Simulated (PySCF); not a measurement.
PySCF job for Si(Cl)3(SMe) (CH3Cl3SSi), SMILES S(C)[Si](Cl)(Cl)Cl, TDA-LC-ωPBE/def2-SVPD. Geometry: B3LYP-D3(BJ)/def2-SVP. This is a generated structure with no PubChem entry under its InChIKey; it may be hypothetical. One conformer was computed; it need not be the lowest.

```python
import numpy as np
from pyscf import gto, scf, dft, tdscf

mol = gto.M(
    atom='''
    C     0.00585332    2.72768770   -0.00000000
    S    -1.28467248    1.41301518   -0.00000002
    Si   -0.02462207   -0.28482834   -0.00000000
    Cl    1.20919416   -0.32248701    1.65465389
    Cl   -1.23363734   -1.94232362   -0.00000001
    Cl    1.20919420   -0.32248701   -1.65465386
    H    -0.53407426    3.68332525   -0.00000001
    H     0.62882786    2.65698116   -0.90154862
    H     0.62882784    2.65698116    0.90154864
    ''',
    basis='def2-SVPD',
    charge=0,
    spin=0,
    symmetry=True,
    max_memory=1600,
    verbose=4,
)
mf = dft.RKS(mol, xc='lc_wpbe').density_fit(auxbasis='def2-universal-jkfit')
mf.grids.level = 3
mf.conv_tol = 1e-9
mf.max_cycle = 100
mf.kernel()
mf.grids = dft.Grids(mol).set(level=1).build(with_non0tab=True)  # coarser grid for the response kernel
td = tdscf.TDA(mf)
td.singlet = True
td.nstates = 10
td.conv_tol = 1e-4
td.positive_eig_threshold = 1e-6
td.kernel(x0=td.get_init_guess(mf, 15))
td.analyze()
tt = tdscf.TDA(mf)
tt.singlet = False
tt.nstates = 4
tt.conv_tol = 1e-4
tt.positive_eig_threshold = 1e-6
tt.kernel(x0=tt.get_init_guess(mf, 9))
tt.analyze(verbose=3)
```

It prints:

```
PySCF version 2.14.0

[INPUT] verbose = 4
[INPUT] num. atoms = 9
[INPUT] num. electrons = 90
[INPUT] charge = 0
[INPUT] spin (= nelec alpha-beta = 2S) = 0
[INPUT] symmetry True subgroup None
[INPUT] Mole.unit = angstrom
[INPUT] Symbol           X                Y                Z      unit          X                Y                Z       unit  Magmom
[INPUT]  1 C      0.005853320000   2.727687700000   0.000000000000 AA    0.011061171719   5.154582706345   0.000000000000 Bohr   0.0
[INPUT]  2 S     -1.284672480000   1.413015180000  -0.000000020000 AA   -2.427679146966   2.670211700053  -0.000000037795 Bohr   0.0
[INPUT]  3 Si    -0.024622070000  -0.284828340000   0.000000000000 AA   -0.046528968920  -0.538247555114   0.000000000000 Bohr   0.0
[INPUT]  4 Cl     1.209194160000  -0.322487010000   1.654653890000 AA    2.285045793824  -0.609412127630   3.126842683046 Bohr   0.0
[INPUT]  5 Cl    -1.233637340000  -1.942323620000  -0.000000010000 AA   -2.331236709637  -3.670459687074  -0.000000018897 Bohr   0.0
[INPUT]  6 Cl     1.209194200000  -0.322487010000  -1.654653860000 AA    2.285045869413  -0.609412127630  -3.126842626354 Bohr   0.0
[INPUT]  7 H     -0.534074260000   3.683325250000  -0.000000010000 AA   -1.009254081580   6.960475950195  -0.000000018897 Bohr   0.0
[INPUT]  8 H      0.628827860000   2.656981160000  -0.901548620000 AA    1.188312434896   5.020966710529  -1.703679979780 Bohr   0.0
[INPUT]  9 H      0.628827840000   2.656981160000   0.901548640000 AA    1.188312397102   5.020966710529   1.703680017574 Bohr   0.0

nuclear repulsion = 631.403895853821
point group symmetry = Cs
symmetry origin: [8.39878224e-10 2.09969543e-10 6.29908851e-10]
symmetry axis x: [1.00000000e+00 2.54785077e-09 1.34204431e-08]
symmetry axis y: [ 2.54785073e-09 -1.00000000e+00  3.44704382e-09]
symmetry axis z: [-1.34204431e-08  3.44704369e-09  1.00000000e+00]
num. orbitals of irrep A' = 110
num. orbitals of irrep A" = 66
number of shells = 74
number of NR pGTOs = 282
number of NR cGTOs = 176
basis = def2-SVPD
ecp = {}


[settings echo left out]
init E= -2107.63894286812
HOMO (A") = -0.320998931371038  LUMO (A') = -0.0319033726163687  gap/eV = 7.86669
cycle= 1 E= -2107.02364813478  delta_E= 0.615  |g|= 0.53  |ddm|= 3.69
HOMO (A") = -0.406364599214878  LUMO (A') = -0.00784985367692315  gap/eV = 10.84414
cycle= 2 E= -2107.05879034813  delta_E= -0.0351  |g|= 0.453  |ddm|= 1.65
HOMO (A") = -0.3837520502609  LUMO (A') = 0.0387631517996376  gap/eV = 11.49722
cycle= 3 E= -2107.11545913863  delta_E= -0.0567  |g|= 0.0287  |ddm|= 0.762
HOMO (A") = -0.385010062429203  LUMO (A') = 0.0401881028965012  gap/eV = 11.57023
cycle= 4 E= -2107.11587676196  delta_E= -0.000418  |g|= 0.0111  |ddm|= 0.0905
HOMO (A") = -0.384481307920194  LUMO (A') = 0.0410100323341438  gap/eV = 11.57821
cycle= 5 E= -2107.11592617515  delta_E= -4.94e-05  |g|= 0.00449  |ddm|= 0.0257
HOMO (A") = -0.384552567049107  LUMO (A') = 0.0409829582306078  gap/eV = 11.57941
cycle= 6 E= -2107.11593388906  delta_E= -7.71e-06  |g|= 0.000851  |ddm|= 0.00951
HOMO (A") = -0.384622957573342  LUMO (A') = 0.0409248315006918  gap/eV = 11.57975
cycle= 7 E= -2107.11593434908  delta_E= -4.6e-07  |g|= 0.000262  |ddm|= 0.00251
HOMO (A") = -0.384646736995783  LUMO (A') = 0.0409384813039892  gap/eV = 11.58076
cycle= 8 E= -2107.1159344034  delta_E= -5.43e-08  |g|= 7.44e-05  |ddm|= 0.000808
HOMO (A") = -0.384634527938856  LUMO (A') = 0.0409388811597786  gap/eV = 11.58044
cycle= 9 E= -2107.11593440643  delta_E= -3.03e-09  |g|= 1.8e-05  |ddm|= 0.000241
HOMO (A") = -0.384639232414622  LUMO (A') = 0.0409376380153241  gap/eV = 11.58054
cycle= 10 E= -2107.1159344066  delta_E= -1.66e-10  |g|= 4.39e-06  |ddm|= 5.53e-05
HOMO (A") = -0.384637738594195  LUMO (A') = 0.0409380160369515  gap/eV = 11.58051
Extra cycle  E= -2107.11593440661  delta_E= -1.09e-11  |g|= 2.01e-06  |ddm|= 1.49e-05
converged SCF energy = -2107.11593440661
tot grids = 44272
Overwritten attributes  positive_eig_threshold  of <class 'pyscf.tdscf.rks.TDA'>


******** <class 'pyscf.tdscf.rks.TDA'> for <class 'pyscf.df.df_jk.DFSymAdaptedRKS'> ********
nstates = 10 singlet
deg_eia_thresh = 1.000e-03
wfnsym = None
conv_tol = 0.0001
eigh lindep = 1e-12
eigh level_shift = 0
eigh max_cycle = 100


Excitation energies (eV)
[5.77234197 6.90244963 7.52552945 7.68989814 7.91861558 8.03869299
 8.14495503 8.23520384 8.35922799 8.51108491]

** Singlet excitation energies and oscillator strengths **
Excited State   1:   A"      5.77234 eV    214.79 nm  f=0.0046
      45 -> 46       -0.52328
      45 -> 47        0.34864
      45 -> 50        0.16640
      45 -> 54        0.18432
Excited State   2:   A"      6.90245 eV    179.62 nm  f=0.0072
      45 -> 46       -0.31277
      45 -> 47       -0.46931
      45 -> 48       -0.11150
      45 -> 50        0.14895
      45 -> 51        0.15561
      45 -> 53        0.25953
Excited State   3:   A'      7.52553 eV    164.75 nm  f=0.0069
      44 -> 46       -0.33682
      44 -> 47        0.16654
      44 -> 50        0.12464
      45 -> 49       -0.40444
      45 -> 52        0.32857
      45 -> 58       -0.16862
Excited State   4:   A"      7.68990 eV    161.23 nm  f=0.0087
      45 -> 48       -0.42037
      45 -> 51       -0.36132
      45 -> 54       -0.26173
      45 -> 60        0.22488
      45 -> 61        0.12917
Excited State   5:   A"      7.91862 eV    156.57 nm  f=0.0099
      43 -> 46       -0.54944
      43 -> 47       -0.16569
      43 -> 48        0.13687
      43 -> 50        0.20405
      45 -> 48        0.14363
Excited State   6:   A"      8.03869 eV    154.23 nm  f=0.0265
      39 -> 46        0.11139
      41 -> 46       -0.28073
      43 -> 46       -0.13912
      45 -> 47        0.10049
      45 -> 48       -0.31239
      45 -> 50       -0.32052
      45 -> 51        0.21394
      45 -> 53        0.16840
      45 -> 57        0.11120
Excited State   7:   A'      8.14496 eV    152.22 nm  f=0.1305
      38 -> 46        0.10017
      42 -> 46       -0.30501
      42 -> 47       -0.21881
      42 -> 50        0.12127
      44 -> 46        0.30685
      44 -> 47       -0.22495
      44 -> 53        0.10414
      45 -> 49       -0.22688
      45 -> 52        0.19331
Excited State   8:   A"      8.23520 eV    150.55 nm  f=0.0002
      41 -> 46        0.36594
      41 -> 50       -0.13421
      45 -> 46       -0.15006
      45 -> 50       -0.36928
      45 -> 51        0.20610
      45 -> 53       -0.19120
      45 -> 59        0.12041
Excited State   9:   A'      8.35923 eV    148.32 nm  f=0.2543
      38 -> 46        0.14294
      42 -> 46        0.22379
      42 -> 47        0.18396
      42 -> 51       -0.10630
      44 -> 46        0.39597
      44 -> 47        0.25896
      44 -> 50       -0.12783
      44 -> 51       -0.11617
      45 -> 52        0.16138
Excited State  10:   A'      8.51108 eV    145.67 nm  f=0.0148
      40 -> 46        0.14960
      42 -> 46        0.31430
      42 -> 47        0.12340
      42 -> 50       -0.11866
      44 -> 47       -0.43348
      44 -> 53        0.12091
      44 -> 54       -0.12779
      44 -> 60        0.10422
      45 -> 49       -0.13349

** Transition electric dipole moments (AU) **
state          X           Y           Z        Dip. S.      Osc.
  1        -0.0000      0.0000     -0.1808      0.0327      0.0046
  2         0.0000     -0.0000     -0.2067      0.0427      0.0072
  3         0.0653     -0.1815      0.0000      0.0372      0.0069
  4        -0.0000     -0.0000     -0.2151      0.0463      0.0087
  5         0.0000     -0.0000      0.2257      0.0509      0.0099
  6         0.0000      0.0000     -0.3665      0.1343      0.0265
  7         0.3097     -0.7471      0.0000      0.6541      0.1305
  8         0.0000      0.0000      0.0285      0.0008      0.0002
  9         0.7783     -0.7974     -0.0000      1.2417      0.2543
 10         0.2649     -0.0288     -0.0000      0.0710      0.0148

** Transition velocity dipole moments (imaginary part, AU) **
state          X           Y           Z        Dip. S.      Osc.
  1         0.0000      0.0000     -0.0057      0.0000      0.0001
  2        -0.0000      0.0000     -0.0971      0.0094      0.0248
  3         0.0166     -0.0237      0.0000      0.0008      0.0020
  4        -0.0000     -0.0000     -0.0930      0.0087      0.0204
  5         0.0000     -0.0000      0.0684      0.0047      0.0107
  6        -0.0000      0.0000     -0.0875      0.0077      0.0173
  7         0.0310     -0.1685      0.0000      0.0293      0.0654
  8         0.0000      0.0000      0.0777      0.0060      0.0133
  9         0.2366     -0.2383     -0.0000      0.1128      0.2447
 10         0.0451      0.0622     -0.0000      0.0059      0.0126

** Transition magnetic dipole moments (imaginary part, AU) **
state          X           Y           Z
  1        -0.4635      0.0270      0.0000
  2         0.3766      0.2421     -0.0000
  3        -0.0000     -0.0000     -0.3049
  4         0.3884     -0.0663     -0.0000
  5        -0.2502      0.0861     -0.0000
  6        -0.1663      0.8502      0.0000
  7        -0.0000     -0.0000     -0.0349
  8         0.3868      0.9512      0.0000
  9         0.0000      0.0000     -0.8018
 10         0.0000      0.0000     -0.7926


******** <class 'pyscf.tdscf.rks.TDA'> for <class 'pyscf.df.df_jk.DFSymAdaptedRKS'> ********
nstates = 4 triplet
deg_eia_thresh = 1.000e-03
wfnsym = None
conv_tol = 0.0001
eigh lindep = 1e-12
eigh level_shift = 0
eigh max_cycle = 100


Excitation energies (eV)
[5.29969719 6.13245005 6.63919476 7.01108765]

** Triplet excitation energies and oscillator strengths **
Excited State   1:   A"      5.29970 eV    233.95 nm  f=0.0000
Excited State   2:   A"      6.13245 eV    202.18 nm  f=0.0000
Excited State   3:   A'      6.63919 eV    186.75 nm  f=0.0000
Excited State   4:   A'      7.01109 eV    176.84 nm  f=0.0000
```

The calculation finished and met its thresholds.
